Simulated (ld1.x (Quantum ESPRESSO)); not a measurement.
**Which change was made? (Ho, TM)**

* Element: Ho (Z = 67)
* Generator: ld1.x (Quantum ESPRESSO) 7.5
* Type: norm-conserving Troullier–Martins (Kleinman–Bylander form)
* Functional: PBE
* Relativity: fully relativistic
* Frozen core: [Xe] 4f10
* Valence charge: 3
* Reference configuration: 5d1 6s1 6p1
* Partial waves: 6s (bound): rc 2.40 bohr; 5d (bound): rc 3.35 bohr; 6p (bound): rc 3.15 bohr
* Local potential: the p channel
* Core correction: a·sin(br)/r model core inside 2.50 bohr

Open shells are filled in proportion to 2j + 1 (rel_dist='average').

Cutoffs, loose and tight: the cutoffs (Ry, on a coarse ladder) from which the occupation-weighted sum of valence levels, in a spherical-Bessel basis at the reference potential, stays within 10 and 1 mRy of its value at 400 Ry. They do not see the model core or the augmentation charge, which bear on the density cutoff. Test errors are all-electron minus pseudo excitation energies from the reference, over the configurations 5d1 6s2 6p0; 5d1 6s1 6p0; 5d1 6s0 6p0; 5d1 6s1.5 6p0; 5d1 6s0 6p1; 5d2 6s0 6p0; 5d2 6s1 6p0; variants that change the core or the reference have their own tests.

The base gives: outcome: generated, misses its reference levels by 0.23 eV; cutoff, loose: 15 Ry; cutoff, tight: 25 Ry; bound ghosts: s; largest test error (meV): -47.

Question: After one change the result is: outcome: generated, misses its reference levels by 0.21 eV; cutoff, loose: 15 Ry; cutoff, tight: 25 Ry; bound ghosts: none; largest test error (meV): -39. Which change was it?
A. scalar-relativistic
B. functional Wu–Cohen
C. wave 6p (bound): rc 3.15 bohr becomes 6p (bound): rc 4.84 bohr

Answer: C. The others give: scalar-relativistic → outcome: generated; cutoff, loose: 15 Ry; cutoff, tight: 25 Ry; bound ghosts: s; largest test error (meV): -64 | functional Wu–Cohen → outcome: generated, misses its reference levels by 0.24 eV; cutoff, loose: 15 Ry; cutoff, tight: 25 Ry; bound ghosts: s; largest test error (meV): -50.
